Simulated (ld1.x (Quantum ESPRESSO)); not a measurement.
**Scattering properties, RRKJ potential for V (Z = 23)**

* Element: vanadium (V)
* Generator: ld1.x (Quantum ESPRESSO) 7.5
* Type: norm-conserving RRKJ (Kleinman–Bylander form)
* Functional: LDA (PZ)
* Relativity: scalar-relativistic
* Frozen core: [Ne]
* Valence charge: 13
* Reference configuration: 3s2 3p6 3d3 4s0 4p0 (charge +2)
* Partial waves: 3s (bound): rc 1.20 bohr; 3d (bound): rc 2.20 bohr; 3p (bound): rc 1.40 bohr
* Local potential: the p channel
* Core correction: none
* rho0: 0.001

The phase is arctan(r·u′/u) with u = r·R(r), unwrapped; energies in Ry, scanned from -8 to 5 Ry. A pole is an energy at which the radial function vanishes at the test radius. The pseudo phase is shifted by a multiple of π to meet the all-electron one at the reference energy, and phase errors are pseudo minus all-electron; the curves can meet again beyond the range given. Levels narrower than the energy grid can be missing from the lists of poles.

```csv
channel,radius (bohr),reference energy (Ry),"poles, all-electron","poles, pseudo",unbroken range about the reference energy with phases within 0.05 rad,phase error 1 Ry above the reference energy (rad)
s,2.39,-6.35,"-6.31, 1.86","-6.31, 1.78",the whole range,-0.000
p,2.39,-4.45,"-4.37, 2.88","-4.37, 2.76",the whole range,-0.000
d,2.39,-1.59,"-1.28, 4.34",-1.28,below -0.2,+0.023
```

Phases in the p channel:

| E (Ry) | all-electron | pseudo |
| --- | --- | --- |
| -8.00 | 1.399 | 1.399 |
| -7.76 | 1.395 | 1.395 |
| -7.52 | 1.391 | 1.391 |
| -7.28 | 1.387 | 1.387 |
| -7.04 | 1.382 | 1.382 |
| -6.80 | 1.377 | 1.377 |
| -6.56 | 1.371 | 1.371 |
| -6.32 | 1.364 | 1.364 |
| -6.08 | 1.356 | 1.356 |
| -5.84 | 1.347 | 1.347 |
| -5.60 | 1.335 | 1.335 |
| -5.36 | 1.319 | 1.319 |
| -5.12 | 1.294 | 1.294 |
| -4.88 | 1.244 | 1.244 |
| -4.64 | 1.024 | 1.024 |
| -4.40 | -1.512 | -1.512 |
| -4.16 | -1.712 | -1.712 |
| -3.92 | -1.764 | -1.764 |
| -3.68 | -1.794 | -1.794 |
| -3.44 | -1.817 | -1.817 |
| -3.20 | -1.839 | -1.839 |
| -2.96 | -1.862 | -1.862 |
| -2.72 | -1.887 | -1.887 |
| -2.48 | -1.915 | -1.916 |
| -2.24 | -1.949 | -1.951 |
| -2.00 | -1.991 | -1.993 |
| -1.76 | -2.045 | -2.047 |
| -1.52 | -2.116 | -2.120 |
| -1.28 | -2.215 | -2.222 |
| -1.04 | -2.360 | -2.372 |
| -0.80 | -2.581 | -2.603 |
| -0.56 | -2.916 | -2.951 |
| -0.32 | -3.346 | -3.390 |
| -0.08 | -3.749 | -3.788 |
| 0.16 | -4.036 | -4.065 |
| 0.40 | -4.223 | -4.245 |
| 0.64 | -4.347 | -4.364 |
| 0.88 | -4.434 | -4.448 |
| 1.12 | -4.498 | -4.509 |
| 1.36 | -4.547 | -4.557 |
| 1.60 | -4.585 | -4.595 |
| 1.84 | -4.617 | -4.626 |
| 2.08 | -4.644 | -4.653 |
| 2.32 | -4.668 | -4.676 |
| 2.56 | -4.688 | -4.697 |
| 2.80 | -4.707 | -4.715 |
| 3.04 | -4.724 | -4.733 |
| 3.28 | -4.740 | -4.750 |
| 3.52 | -4.756 | -4.766 |
| 3.76 | -4.771 | -4.782 |
| 4.00 | -4.787 | -4.799 |
| 4.24 | -4.803 | -4.816 |
| 4.48 | -4.819 | -4.834 |
| 4.72 | -4.836 | -4.854 |
| 4.96 | -4.855 | -4.876 |
